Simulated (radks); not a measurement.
Ionisation ladder of neodymium, from Nd44+ to Nd59+. Each ion is in the ground configuration listed by NIST, and IE = E(next ion) - E(this ion), with E = 0 for the bare nucleus. Method: Dirac Kohn-Sham, PBE, spin-unpolarised, spherical densities, point nucleus; open shells are shared between the two j in proportion to 2j + 1; computed with a radial shooting solver on a logarithmic mesh with Libxc functionals.

| species | configuration | IE, Delta-SCF (eV) | -e(HOMO) (eV) | HOMO | <r> HOMO (bohr) | IE, NIST (eV) | kind | error (eV) |
|---|---|---|---|---|---|---|---|---|
| Nd44+ | [Ne] 3s2 3p4 | 3615.9 | 3522.6 | 3p3/2 | 0.239 | 3567 | theory | +48.9 |
| Nd45+ | [Ne] 3s2 3p3 | 3713.7 | 3619.5 | 3p3/2 | 0.238 | 3662 | theory | +51.7 |
| Nd46+ | [Ne] 3s2 3p2 | 3811.8 | 3716.8 | 3p3/2 | 0.236 | 3891 | theory | -79.2 |
| Nd47+ | [Ne] 3s2 3p1 | 3909.9 | 3814.3 | 3p3/2 | 0.235 | 3997 | theory | -87.1 |
| Nd48+ | [Ne] 3s2 | 4215.8 | 4169.0 | 3s1/2 | 0.238 | 4198 | theory | +17.8 |
| Nd49+ | [Ne] 3s1 | 4309.8 | 4262.7 | 3s1/2 | 0.237 | 4302 | theory | +7.8 |
| Nd50+ | [Ne] | 9943.9 | 9628.5 | 2p3/2 | 0.0885 | 9742 | theory | +201.9 |
| Nd51+ | [He] 2s2 2p5 | 10214.6 | 9895.0 | 2p3/2 | 0.0879 | 10002 | theory | +212.6 |
| Nd52+ | [He] 2s2 2p4 | 10487.2 | 10163.6 | 2p3/2 | 0.0872 | 10288 | theory | +199.2 |
| Nd53+ | [He] 2s2 2p3 | 10761.5 | 10433.9 | 2p3/2 | 0.0866 | 10555 | theory | +206.5 |
| Nd54+ | [He] 2s2 2p2 | 11036.8 | 10705.6 | 2p3/2 | 0.0859 | 11384 | theory | -347.2 |
| Nd55+ | [He] 2s2 2p1 | 11312.4 | 10978.0 | 2p3/2 | 0.0853 | 11694 | theory | -381.6 |
| Nd56+ | [He] 2s2 | 12124.0 | 12007.7 | 2s1/2 | 0.0953 | 12082 | theory | +42.0 |
| Nd57+ | [He] 2s1 | 12350.5 | 12239.1 | 2s1/2 | 0.0949 | 12341.7 | theory | +8.9 |
| Nd58+ | [He] | 50571 | 50080 | 1s1/2 | 0.0235 | 50339.6 | theory | +230.9 |
| Nd59+ | 1s1 | 51486 | 51053 | 1s1/2 | 0.0234 | 51515.8 | theory | -29.9 |

Reference values: NIST Atomic Spectra Database (exp. = measured, semi-emp. = semi-empirical, theory = theoretical value adopted there). The ionisation energy per charge of the ion left behind rises most, in proportion, at Nd58+ ([He]), from 212.94 to 857.13 eV. Spin polarisation and multiplet splitting are left out, so open shells lie too high by an amount that depends on their filling. Sharing an open shell by 2j + 1 raises it above the true ground level by a part of the spin-orbit splitting, which enters the differences from NIST. Nuclear size, the Breit interaction and QED, all absent here, shift the 1s and 2s values of heavy ions.

Beside tabulated values, note that spin-unpolarised runs miss the spin-polarisation part of the exchange energy of open shells.
